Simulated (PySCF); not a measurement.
# Exercise with solution: oscillator strength and radiative lifetime

Te(H)(GeH3) (GeH4Te), SMILES [GeH3][TeH].

The structure is a stationary point at B3LYP-D3(BJ)/def2-TZVP. The def2 effective core potentials stand for the cores of Te; spin–orbit coupling is left out.

PySCF with TDA-M06-2X/def2-SVPD puts the first singlet state with f over 0.02 at 4.82 eV (vertical), with the transition dipole (0.000, 0.000, -0.467) in atomic units.

Q: Find the oscillator strength, the wavelength and the radiative lifetime that this transition would have in vacuum if emission retraced absorption.

A: 
|μ|² = 0.2181 au, so |μ| = 1.19 D. ΔE = 4.82/27.211 = 0.1771 hartree. f = (2/3) ΔE |μ|² = 0.026 (the program prints 0.026).
λ = 1239.84/4.82 = 257 nm; ν = 38876 cm⁻¹.
Einstein's coefficient A = 0.6670 ν² f s⁻¹ (ν in cm⁻¹) = 2.6e7 s⁻¹, so τ = 1/A = 39 ns. This state is S2; the lower singlet has f = 0.001. The figure is the radiative limit of this one transition; relaxation, internal conversion, crossing to triplets and a medium change what is measured.
